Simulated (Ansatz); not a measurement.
Geometry optimisation, Ansatz 0.2.0, RKS PBE0-D4/def2-SVP.

The input (input.yaml):

```yaml
crystal:
  periodic: [false, false, false]
  atoms:
    - { symbol: Sn, position_ang: [0.422475, 0.254228, -0.497067] }
    - { symbol: C, position_ang: [-0.040263, 0.323223, 2.831968] }
    - { symbol: H, position_ang: [-1.040281, 0.248182, 2.381676] }
    - { symbol: H, position_ang: [0.433497, -0.668994, 2.839862] }
    - { symbol: H, position_ang: [-0.140975, 0.686813, 3.864266] }
    - { symbol: H, position_ang: [1.201205, 0.067847, -2.016284] }
    - { symbol: H, position_ang: [-1.085902, 1.040934, -0.715516] }
    - { symbol: H, position_ang: [0.171899, -1.293592, 0.183677] }
    - { symbol: H, position_ang: [1.401705, 1.201367, 0.56923] }
    - { symbol: H, position_ang: [0.586539, 1.01749, 2.243388] }
basis:
  gaussian: { orbitals: def2-SVP }
hamiltonian:
  xc: pbe0
  dispersion: d4
relax:
  f_tol: 0.03
  max_steps: 50
output:
  orbitals: {}
```

Launched with:

```bash
$ ansatz run input.yaml --threads 1 --pin off --max-ram 2048MiB --backend cpu --events-out ev --progress --plain --runs-dir out
```

Question: Where does it end, and by what steps?

Answer: The forces met the threshold. The force dipped under the threshold on the way, but the program's further checks kept it going. After 13 steps the energy has fallen by 0.178 eV; H9 moved furthest, 0.71 Å.

```json
{"step": "0", "energy less start (eV)": "0.0000", "largest force component (eV/Å)": "0.502", "accepted": "yes"}
{"step": "1", "energy less start (eV)": "-0.1048", "largest force component (eV/Å)": "0.210", "accepted": "yes"}
{"step": "2", "energy less start (eV)": "-0.1594", "largest force component (eV/Å)": "0.085", "accepted": "yes"}
{"step": "3", "energy less start (eV)": "-0.1715", "largest force component (eV/Å)": "0.277", "accepted": "yes"}
{"step": "4", "energy less start (eV)": "-0.1745", "largest force component (eV/Å)": "0.123", "accepted": "yes"}
{"step": "5", "energy less start (eV)": "-0.1763", "largest force component (eV/Å)": "0.010", "accepted": "yes"}
{"step": "6", "energy less start (eV)": "-0.1767", "largest force component (eV/Å)": "0.029", "accepted": "yes"}
{"step": "7", "energy less start (eV)": "-0.1771", "largest force component (eV/Å)": "0.041", "accepted": "yes"}
{"step": "8", "energy less start (eV)": "-0.1774", "largest force component (eV/Å)": "0.042", "accepted": "yes"}
{"step": "9", "energy less start (eV)": "-0.1779", "largest force component (eV/Å)": "0.031", "accepted": "yes"}
{"step": "10", "energy less start (eV)": "-0.1778", "largest force component (eV/Å)": "0.039", "accepted": "no"}
{"step": "11", "energy less start (eV)": "-0.1781", "largest force component (eV/Å)": "0.015", "accepted": "yes"}
{"step": "12", "energy less start (eV)": "-0.1774", "largest force component (eV/Å)": "0.074", "accepted": "no"}
{"step": "13", "energy less start (eV)": "-0.1782", "largest force component (eV/Å)": "0.013", "accepted": "yes"}
```

```xyz
10
Properties=species:S:1:pos:R:3
Sn 0.557 0.206 -0.768
C -0.175 0.369 3.107
H -1.094 0.430 2.507
H 0.287 -0.618 2.972
H -0.422 0.516 4.167
H 0.873 0.070 -2.445
H -0.968 0.944 -0.537
H 0.554 -1.352 -0.063
H 1.773 1.162 -0.038
H 0.527 1.151 2.785
```

Whether the end is a true minimum wasn't checked by a vibrational analysis.

Run time: 48 s on 1 thread of Arm Neoverse V1, with other jobs on the host, peak memory 0.15 GiB.
